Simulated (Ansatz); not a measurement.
Program: Ansatz. Geometries: PBE0-D4/def2-TZVP. ΔE: electronic, gas phase. CCSD(T)/CBS adds triple-zeta CCSD(T) − MP2 to the extrapolated MP2 energy (def2 sets, frozen cores). Functionals use def2-TZVPP. def2 core potentials past Kr. For I outer-core shells are correlated without core-valence functions, which leaves a few kJ/mol of doubt a bond.

Consider the formal exchange of groups at the Al–I bond: `[AlH2][I]` + `C=CC` → `C/C=[CH]/[AlH2]` + HI.

Q: Is it downhill or uphill in electronic energy at CCSD(T)/CBS, and by how much? (Estimate.)

A: The calculation gave: Uphill: ΔE = +35.6 kcal/mol.

Q: What do these levels give: PBE-D4, revPBE-D4, r2SCAN-D4, BLYP, r2SCANh, r2SCAN0, RPA@PBE/def2-TZVPP, MP2/def2-SVP, CCSD/def2-SVP, CCSD(T)/def2-SVP, SCS-MP2/def2-TZVPP, SCS-MP2/def2-QZVPP? (Estimate.)

A: Computed: PBE-D4 33.5, revPBE-D4 32.8, r2SCAN-D4 34.9, BLYP 33.2, r2SCANh 35.5, r2SCAN0 36.1, RPA@PBE/def2-TZVPP 32.3, MP2/def2-SVP 34.9, CCSD/def2-SVP 34.7, CCSD(T)/def2-SVP 34.1, SCS-MP2/def2-TZVPP 35.0, SCS-MP2/def2-QZVPP 35.8 kcal/mol.

Q: What do rigid-rotor, harmonic-oscillator terms from PBE0-D4/def2-TZVP frequencies (298.15 K, 1 bar) make of the CCSD(T)/CBS value? (An estimate is asked.)

A: Ansatz gave: ΔZPE = -3.2 kcal/mol, ΔH = +33.0 kcal/mol, ΔS = -10 J/(mol·K), ΔG = +33.7 kcal/mol.

Largest T1 diagnostic among the species: 0.011.

At CCSD(T), def2-SVP lies −1.5 kcal/mol from the extrapolated value and def2-TZVPP −1.5 kcal/mol. From BLYP to BHLYP (50 % exact exchange), in def2-TZVPP and without D4, ΔE moves by +2.6 kcal/mol. Leaving LDA and LC-ωPBE aside and taking each functional with its dispersion term where it has one, the values, not all of them listed here, spread over 3.8 kcal/mol, from BLYP-D4 to PBE-QIDH. LDA lies −1.2 kcal/mol from PBE without D4.
